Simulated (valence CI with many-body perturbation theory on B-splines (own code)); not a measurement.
## Te2+: calculated level list

Level of theory: valence CI with perturbative core correlation (CI+MBPT): four valence electrons over a frozen Dirac-Fock core [Kr] 4d10, a basis of 11 s, 11 p, 9 d, 7 f, 5 g, 2 h, 1 i functions for each j, with the one-electron correlation potential Σ1, the two-electron term Σ2, the three-electron term Σ3, Breit, model QED; selected CI, second order for the rest, scaled by the run's own slope (own B-spline code, finite nucleus).

Set against measurement, 45 paired levels are off by 178 cm⁻¹ on average, the worst by 974. These come from a selection out of Zhang, Palmeri, Quinet and Biemont, Astron. Astrophys. 551, A136 (2013). Levels without a partner in it may be off by more. Among the levels kept, up to 270 cm⁻¹ of a level comes from second order outside the variational space, and about a tenth of that is noise between levels of different J, which matters for small intervals. 7 measured levels below the end of the list, from 114216 cm⁻¹ on, found no clear computed partner, and computed levels of the same name lie up to 1987 cm⁻¹ from them.

Levels 1 to 45 of 79, with energies above the lowest level, 5s²5p² ³P_0. "Leading %" is the weight of the configuration and term that name the level; weights of strongly mixed levels are sums over their largest components and can fall short. In the jj column 3d3/2^4 stands for four electrons in 3d with j = 3/2. Lifetimes count E1, E2, E3, M1 and M2 decay at the calculated energies, and are blank where another channel may lead or the interval is too uncertain; long ones can be off by a factor of two.

```csv
No.,Configuration,Term,J,E (cm⁻¹),Leading %,Leading jj,Lifetime,g
1,5s²5p²,³P,0,0.0,90,5s^2 5p1/2^2 (85 %),,
2,5s²5p²,³P,1,4766,96,5s^2 5p1/2 5p3/2 (96 %),550 ms,1.501
3,5s²5p²,³P,2,8161,74,5s^2 5p1/2 5p3/2 (77 %),2.36 s,1.388
4,5s²5p²,¹D,2,17320,74,5s^2 5p3/2^2 (77 %),86.6 ms,1.113
5,5s²5p²,¹S,0,30312,88,5s^2 5p3/2^2 (84 %),15.2 ms,
6,5s5p³,⁵S°,2,64302,95,5s 5p1/2 5p3/2^2 (49 %),222 ns,1.986
7,5s5p³,³D°,1,82643,74,5s 5p1/2^2 5p3/2 (40 %),10.8 ns,0.576
8,5s5p³,³D°,2,82955,72,5s 5p1/2 5p3/2^2 (53 %),17.2 ns,1.207
9,5s5p³,³D°,3,84962,82,5s 5p1/2 5p3/2^2 (82 %),23.1 ns,1.333
10,5s5p³,³P°,2,94873,29,5s 5p1/2 5p3/2^2 (24 %),16.3 ns,1.212
11,5s5p³,³P°,0,95813,81,5s 5p1/2 5p3/2^2 (81 %),5.36 ns,
12,5s5p³,³P°,1,96346,74,5s 5p1/2 5p3/2^2 (56 %),4.16 ns,1.439
13,5s5p³,³P°,2,100305,35,5s 5p3/2^3 (40 %),13.7 ns,1.193
14,5s²5p5d,³F°,2,104667,76,5s^2 5p1/2 5d3/2 (43 %),4.43 ns,0.748
15,5s²5p5d,³F°,3,106284,89,5s^2 5p1/2 5d5/2 (62 %),2.37 ns,1.090
16,5s²5p6s,³P°,0,107722,94,5s^2 5p1/2 6s (94 %),401 ps,
17,5s²5p6s,³P°,1,108001,65,5s^2 5p1/2 6s (91 %),449 ps,1.348
18,5s²5p5d,³F°,4,111311,94,5s^2 5p3/2 5d5/2 (94 %),227 ms,1.250
19,5s²5p5d,¹P°,1,114454,24,5s^2 5p1/2 5d3/2 (52 %),208 ps,0.999
20,5s²5p6s,³P°,2,115606,36,5s^2 5p1/2 5d5/2 (40 %),127 ps,1.396
21,5s5p³,³S°,1,116203,42,5s 5p1/2^2 5p3/2 (38 %),140 ps,1.409
22,5s²5p6s,³P°,2,117039,59,5s^2 5p3/2 6s (59 %),560 ps,1.428
23,5s²5p6s,¹P°,1,118148,34,5s^2 5p3/2 6s (43 %),147 ps,1.177
24,5s²5p5d,³D°,3,121171,70,5s^2 5p3/2 5d5/2 (34 %),116 ps,1.290
25,5s²5p5d,³P°,1,122345,35,5s^2 5p3/2 5d3/2 (60 %),144 ps,1.166
26,5s²5p5d,³P°,0,122698,80,5s^2 5p3/2 5d3/2 (80 %),157 ps,
27,5s²5p5d,³D°,2,122770,44,5s^2 5p3/2 5d3/2 (58 %),120 ps,1.246
28,5s²5p5d,³P°,1,125026,25,5s 5p3/2^3 (35 %),141 ps,1.376
29,5s²5p5d,¹F°,3,127537,81,5s^2 5p3/2 5d5/2 (50 %),118 ps,1.038
30,5s5p³,¹D°,2,127539,47,5s^2 5p3/2 5d5/2 (38 %),118 ps,1.089
31,5s²5p6p,³D,1,128656,60,5s^2 5p1/2 6p1/2 (92 %),3.68 ns,0.706
32,5s²5p6p,³P,1,132159,41,5s^2 5p1/2 6p3/2 (89 %),2.87 ns,1.298
33,5s²5p6p,³P,0,132357,83,5s^2 5p1/2 6p1/2 (88 %),3.09 ns,
34,5s²5p6p,³D,2,132366,67,5s^2 5p1/2 6p3/2 (89 %),3.05 ns,1.188
35,5s5p³,¹P°,1,136800,41,5s^2 5p3/2 5d5/2 (33 %),122 ps,1.011
36,5s²5p6p,³P,1,138339,42,5s^2 5p3/2 6p1/2 (58 %),3.17 ns,1.139
37,5s²5p6p,³P,2,139736,55,5s^2 5p3/2 6p1/2 (76 %),3.15 ns,1.337
38,5s²5p6p,³D,3,139973,93,5s^2 5p3/2 6p3/2 (93 %),2.93 ns,1.334
39,5s²5p6p,³S,1,141862,76,5s^2 5p3/2 6p3/2 (56 %),2.91 ns,1.859
40,5s²5p6p,¹D,2,143048,65,5s^2 5p3/2 6p3/2 (78 %),3.28 ns,1.143
41,5s²5p6p,¹S,0,147837,82,5s^2 5p3/2 6p3/2 (86 %),3.72 ns,
42,4f5s²5p,³G,3,152492,52,4f5/2 5s^2 5p1/2 (85 %),1.10 ns,0.865
43,4f5s²5p,³F,3,153569,43,4f7/2 5s^2 5p1/2 (81 %),1.09 ns,1.108
44,4f5s²5p,³G,4,153886,43,4f7/2 5s^2 5p1/2 (86 %),1.21 ns,1.119
45,4f5s²5p,³F,2,154342,67,4f5/2 5s^2 5p1/2 (82 %),1.13 ns,0.776
```

Names give the largest LS component (configuration and term), which can be under half, so a name can repeat, a term be missing and a line seem to break the LS rules; names also repeat where a configuration has a term twice.

The ionisation energy to 5s²5p ²P°1/2 of the next ion comes out as 27.804 eV (NIST: 27.84 ± 0.04 eV (measured)). All 79 levels together are meant to be complete up to 173861 cm⁻¹.
